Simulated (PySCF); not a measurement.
## Bond length, frequency and bond energy of BaS by level of theory

State: ¹Σ⁺ (singlet), closed shell. Set-up: Ba x2c-SVPall, S x2c-SVPall; spin-free X2C with a Gaussian nucleus (PySCF 2.14). De refers to Ba + S in their high-spin ground configurations, without counterpoise correction. A positive dipole means Ba(−)S(+).

```
      Level  Re (Å)  ωe (cm⁻¹)  De (eV)   μ (D)
        RHF   2.558        395     2.06  -13.41
    RHF-MP2   2.535        378     3.45     n/a
RHF-SCS-MP2   2.543        376     3.26     n/a
   RHF-CCSD   2.539        381     3.06     n/a
RHF-CCSD(T)   2.554        363     3.25     n/a
        PBE   2.527        378      n/a   -9.50
     PBEsol   2.509        387      n/a   -9.46
     revPBE   2.535        375      n/a   -9.63
     r²SCAN   2.523        387      n/a  -10.42
      TPSSh   2.524        388      n/a  -10.43
       PBE0   2.510        396      n/a  -10.64
      HSE06   2.516        392      n/a  -10.53
```

**Question.** What does the step from GGA to meta-GGA do here, going from PBE to r²SCAN?

**Answer.** r²SCAN less PBE: -0.4 pm in Re, +2.4 % in ωe. 

**Question.** What does the triples do here, going from RHF-CCSD to RHF-CCSD(T)?

**Answer.** RHF-CCSD(T) less RHF-CCSD: +1.5 pm in Re, -4.7 % in ωe, +0.19 eV in De. Correlation nearly always deepens the well. The bond lengthens, as in strong covalent bonds, where excitations into antibonding orbitals dominate.

**Question.** What does all correlation do here, going from RHF to RHF-CCSD(T)?

**Answer.** RHF-CCSD(T) less RHF: -0.4 pm in Re, -8.1 % in ωe, +1.19 eV in De. Correlation nearly always deepens the well. The bond shortens, as in weak, metallic or heavy-atom bonds, where dispersion and the correlation of outer-core electrons pull the atoms together.

Measured (Huber and Herzberg, Constants of Diatomic Molecules (1979)): Re = 2.5074 Å, ωe = 379.42 cm⁻¹.

Correlated steps freeze 23 core orbitals. Correlated levels converge slowly with the basis: in double zeta they bind strong bonds too weakly, by up to about 1 eV, and carry superposition errors of some tenths. These are scalar-relativistic numbers at best; spin–orbit coupling would shift them, the dissociation energy most. Where the molecule has an RHF reference, its open-shell atoms are computed with UHF. The CCSD T1 diagnostic is raised, a sign that a single reference may not be enough here.
